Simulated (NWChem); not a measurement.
Lowest excitation of H₄SSi

SMILES: [SiH3]S
```xyz
6

Si     0.9643     0.3744     0.0000
S     -1.0100    -0.4740     0.0000
H      1.2116     1.2106     1.2123
H      1.8853    -0.7965     0.0000
H      1.2116     1.2106    -1.2123
H     -1.6493     0.7167     0.0000
```
Charge 0, spin multiplicity 1.

Everything below was run with NWChem. Structure: optimised with PBE0/def2-SVP, a minimum by its harmonic frequencies.

Basis set: def2-SVPD.

The cost column gives rough processor time relative to TDA-LDA (SVWN5); each entry includes its own SCF.

The correlated methods keep 10 core orbitals frozen. B3LYP has NWChem's definition, with VWN1-RPA local correlation. The structure started from a generated list of species. Coupled-cluster values serve here as a point of comparison, not as the truth.

```
method           lowest vertical singlet excitation energy (eV)  relative cost
---------------  ----------------------------------------------  -------------
TDA-LDA (SVWN5)                                            5.38              1
CIS                                                         ___        under 3
TD-PBE                                                     5.47        under 3
TD-B3LYP                                                    ___              5
EOM-CCSD                                                   6.14              9
```

Fill in the missing entries.


- CIS, lowest vertical singlet excitation energy (eV): 6.57
- TD-B3LYP, lowest vertical singlet excitation energy (eV): 5.76
